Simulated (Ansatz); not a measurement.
`N[C](O)(F)[GeH3]` and `N[CH](O)[GeH3]` differ in one atom or group.

Ansatz, PBE0-D4/def2-TZVP geometries, multiplicity 1. Each molecule was computed in one conformer, which needn't be the lowest.

Scalar relativity is left out up to krypton.

```tsv
property	`N[C](O)(F)[GeH3]`
size of the dipole moment (B3LYP/def2-TZVPP) / D	2.31
HOMO energy (ωB97M-V/def2-TZVPP) / eV	-10.01
HOMO–LUMO gap (ωB97M-V/def2-TZVPP) / eV	12.05
HOMO–LUMO gap (B3LYP/def2-TZVPP) / eV	7.66
HOMO–LUMO gap (PBE0/def2-TZVPP) / eV	8.26
LUMO energy (PBE0/def2-TZVPP) / eV	0.61
```

Give the same properties after the change, and the shifts. (Best estimate.)

The calculation gave: 
| property | `N[CH](O)[GeH3]` | shift |
| --- | --- | --- |
| size of the dipole moment (B3LYP/def2-TZVPP) / D | 2.36 | 0.05 |
| HOMO energy (ωB97M-V/def2-TZVPP) / eV | -9.04 | 0.97 |
| HOMO–LUMO gap (ωB97M-V/def2-TZVPP) / eV | 11.00 | -1.05 |
| HOMO–LUMO gap (B3LYP/def2-TZVPP) / eV | 6.68 | -0.98 |
| HOMO–LUMO gap (PBE0/def2-TZVPP) / eV | 7.20 | -1.06 |
| LUMO energy (PBE0/def2-TZVPP) / eV | 0.47 | -0.14 |

With PBE0 the HOMO rises by 0.92 eV and the LUMO falls by 0.14 eV, so the gap narrows by about 1.06 eV. PBE moves the HOMO by 0.80 eV and ωB97M-V by 0.97 eV. Dipoles are sizes alone; their direction can turn.

B3LYP here is the variant with VWN-RPA as its local correlation; programs differ in this.
